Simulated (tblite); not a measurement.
Compound: C₆H₈F₃P.
Geometry (GFN2-xTB, Å), atoms numbered from 1 in this order:
```
atom  x, y, z in Å
C1     3.1770   -1.3813    0.1334
C2     2.4980   -0.4339   -0.1392
C3     1.6517    0.6884   -0.4693
P4     0.0291    0.5413    0.4478
C5    -0.6875   -0.8907   -0.4948
C6    -2.1135   -1.2101   -0.0584
C7    -0.8077    1.9275   -0.5419
F8    -2.0914    2.0873   -0.1954
F9    -0.7930    1.7479   -1.8762
F10   -0.1913    3.0984   -0.3132
H11    3.7937   -2.1968    0.3665
H12    2.1360    1.6188   -0.1542
H13    1.4746    0.7196   -1.5506
H14   -0.0292   -1.7375   -0.2765
H15   -0.6434   -0.6931   -1.5703
H16   -2.1535   -1.3919    1.0136
H17   -2.7873   -0.3879   -0.2894
H18   -2.4709   -2.0996   -0.5730
```

Computed with GFN2-xTB (tblite): harmonic, unscaled wavenumbers at the GFN2-xTB geometry, gas phase. Against measured fundamentals such values can be off by several per cent, at times by over 20. One conformer, not necessarily the lowest.

Harmonic wavenumbers (cm⁻¹): 37.4, 49.8, 76.9, 92.1, 151.3, 172.3, 186.7, 222.4, 248.0, 290.2, 299.5, 325.5, 377.2, 434.9, 470.5, 477.0, 634.6, 641.8, 661.2, 685.3, 744.3, 769.0, 825.0, 999.3, 1001.2, 1017.0, 1035.6, 1053.3, 1073.2, 1086.3, 1106.2, 1189.2, 1218.0, 1255.8, 1387.3, 1415.1, 1438.5, 1492.7, 1497.0, 2288.1, 2911.3, 2932.9, 2935.5, 2948.1, 3030.4, 3033.7, 3043.1, 3401.6.

A = 1580, B = 831.0, C = 633.0 MHz; mass 168.032 u (most abundant isotopes); point group C1, symmetry number 1.

Problem. What is the zero-point energy?

Solution. Half the sum of the wavenumbers: 27332 cm⁻¹ = 78.14 kcal/mol.

Problem. Give the ideal-gas entropy at 298.15 K and 1 bar in the rigid-rotor, harmonic-oscillator model (classical rotation).

Solution. Translation 41.29, rotation 30.34, vibration 39.29: S = 110.9 cal/(mol K).

Problem. And Cp and H(298.15 K) − H(0)?

Solution. Cp = 44.97 cal/(mol K), of which vibrations give 37.02 (their classical limit is 48 R = 95.4); H(298.15 K) − H(0) = 8.34 kcal/mol without the zero-point energy, 5.97 from vibrations.

Problem. How do the functions run with temperature in this model?

Solution. 
```json
{"T (K)": "100", "S (cal/(mol K))": "75.4", "Cp (cal/(mol K))": "22.8", "H − H(0) (kcal/mol)": "1.52", "G − H(0) (kcal/mol)": "-6.03", "ln q(vib)": "2.65"}
{"T (K)": "200", "S (cal/(mol K))": "95.1", "Cp (cal/(mol K))": "34.8", "H − H(0) (kcal/mol)": "4.42", "G − H(0) (kcal/mol)": "-14.60", "ln q(vib)": "6.28"}
{"T (K)": "300", "S (cal/(mol K))": "111.2", "Cp (cal/(mol K))": "45.1", "H − H(0) (kcal/mol)": "8.43", "G − H(0) (kcal/mol)": "-24.93", "ln q(vib)": "9.75"}
{"T (K)": "500", "S (cal/(mol K))": "138.3", "Cp (cal/(mol K))": "61.3", "H − H(0) (kcal/mol)": "19.19", "G − H(0) (kcal/mol)": "-49.97", "ln q(vib)": "16.18"}
{"T (K)": "800", "S (cal/(mol K))": "170.6", "Cp (cal/(mol K))": "75.7", "H − H(0) (kcal/mol)": "39.95", "G − H(0) (kcal/mol)": "-96.52", "ln q(vib)": "24.72"}
{"T (K)": "1000", "S (cal/(mol K))": "188.2", "Cp (cal/(mol K))": "81.8", "H − H(0) (kcal/mol)": "55.73", "G − H(0) (kcal/mol)": "-132.44", "ln q(vib)": "29.76"}
```

q(vib) and H(0) count from the zero-point level.

Problem. Which modes carry the vibrational entropy at 298.15 K?

Solution. 37.4 cm⁻¹: 5.39; 49.8 cm⁻¹: 4.83; 76.9 cm⁻¹: 3.97; 92.1 cm⁻¹: 3.61; 151.3 cm⁻¹: 2.66; 172.3 cm⁻¹: 2.41 cal/(mol K); the other 42 give 16.42 together.

Problem. Blend soft modes into free rotors: weight 1/[1 + (100 cm⁻¹/ν̃)⁴] for the oscillator and the rest for a rotor with moment μB/(μ + B), μ = h/(8π²ν), B = 10⁻⁴⁴ kg m². What vibrational entropy results?

Solution. 35.51 cal/(mol K) in place of 39.29, which changes −T·S at 298.15 K by +1.13 kcal/mol.

Problem. What must be added to the electronic energy to get the Gibbs energy at 298.15 K and 1 bar?

Solution. ZPE + [H(298.15 K) − H(0)] − T·S = 78.14 + 8.34 − 33.07 = 53.41 kcal/mol.

Hindered rotation and anharmonicity are outside this model. Other conformers, if any are populated, would add a mixing term that is left out. The structure is chiral; the term R ln 2 for an equal mix with its mirror image is left out.
